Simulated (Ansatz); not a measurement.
`[SiH3][N]([SiH3])[GeH3]` + `[NH2][In]([OH])[SH]` → `[NH2][In]([SH])[O][SiH3]` + `[SiH3][NH][GeH3]`  (ligand exchange at the Si–N bond)

Calculated with Ansatz (gas phase, PBE0-D4/def2-TZVP geometries, no zero-point term in ΔE). CCSD(T)/CBS adds triple-zeta CCSD(T) − MP2 to the extrapolated MP2 energy (def2 sets, frozen cores). DFT in def2-TZVPP. Elements past krypton have def2 core potentials. For Ge, In outer-core shells are correlated without core-valence functions, which leaves a few kJ/mol of doubt a bond. Scalar relativity is left out up to krypton. Each species was taken in one conformer, which may not be the lowest.

Question: Is it downhill or uphill in electronic energy at CCSD(T)/CBS, and by how much? (An estimate is asked.)

Answer: Computed: Downhill: ΔE = -47.0 kJ/mol.

Question: What do these levels give: PBE-D4, BLYP-D4, B97M-V, BHLYP-D4, ωB97X-V, B2PLYP, PBE0, CAM-B3LYP, LC-ωPBE, HF/def2-SVP, MP2/def2-TZVPP, CCSD/CBS(def2)? (Best estimate.)

Answer: Computed: PBE-D4 -38.7, BLYP-D4 -43.2, B97M-V -53.4, BHLYP-D4 -53.3, ωB97X-V -49.0, B2PLYP -52.6, PBE0 -47.2, CAM-B3LYP -56.9, LC-ωPBE -49.5, HF/def2-SVP -68.1, MP2/def2-TZVPP -46.1, CCSD/CBS(def2) -50.1 kJ/mol.

Largest T1 diagnostic among the species: 0.015.

The D4 term adds +7.8 kJ/mol with B3LYP and +4.0 kJ/mol with PBE0; it sums over pairs of atoms, weighted by their polarisabilities, and B3LYP, whose exchange is more repulsive, gets the larger term. Leaving LDA and LC-ωPBE aside and taking each functional with its dispersion term where it has one, the values, not all of them listed here, spread over 18.8 kJ/mol, from B97M-V to revPBE-D4. LDA lies +3.6 kJ/mol from PBE without D4.

B3LYP here is the variant with VWN-RPA as its local correlation; programs differ in this.
